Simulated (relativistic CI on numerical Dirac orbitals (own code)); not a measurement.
## Sensitivity of the levels of Au XL to α and to the nuclear radius

Computed by Dirac-Coulomb-Breit CI, orbitals from a KLI potential per configuration, derivatives by finite differences, unscaled Slater integrals, QED left out (own radial code, finite nucleus).

Configuration list (outside the closed core [Ar] 3d10 4s2): 4p⁶4d⁴, 4p⁶4d³4f, 4p⁵4d⁵, 4p⁶4d²4f², 4p⁶4d²5s². Levels of other configurations are missing.

With x = (α/α₀)² − 1 an excitation energy changes as ω = ω₀ + qx; K = 2q/ω₀ is the relative enhancement. Terms are leading LS components, so labels can repeat. The field-shift factor is F = δν/δ⟨r²⟩ for the transition from the lowest level.

Lowest level 4p⁶4d⁴ ³P0.

```
     Level  ω₀ (cm⁻¹)  q (cm⁻¹)     K  F (GHz/fm²)
4p⁶4d⁴ ⁵D1     174461    210500  2.41         7.23
4p⁶4d⁴ ³F4     223158    209100  1.87         7.63
4p⁶4d⁴ ⁵D2     227235    224000  1.97         8.08
4p⁶4d⁴ ³F3     240729    219300  1.82         8.07
4p⁶4d⁴ ⁵D0     381707    417800  2.19         14.7
4p⁶4d⁴ ⁵D2     386355    405600   2.1         14.4
4p⁶4d⁴ ³H4     395635    420200  2.12         14.9
4p⁶4d⁴ ⁵D3     400659    418700  2.09         14.9
4p⁶4d⁴ ³H5     419609    416000  1.98           15
4p⁶4d⁴ ³P1     430613    424100  1.97         15.3
4p⁶4d⁴ ¹I6     433379    416300  1.92         15.1
4p⁶4d⁴ ³F3     446499    413300  1.85         15.1
4p⁶4d⁴ ³G4     449745    419800  1.87         15.3
```

At this charge energies of transitions that change n are usually good to better than 1 %, and those within a shell (Δn = 0) to a few per cent. Terms inside the open d or f shell come out 10 to 20 % too wide with unscaled integrals.
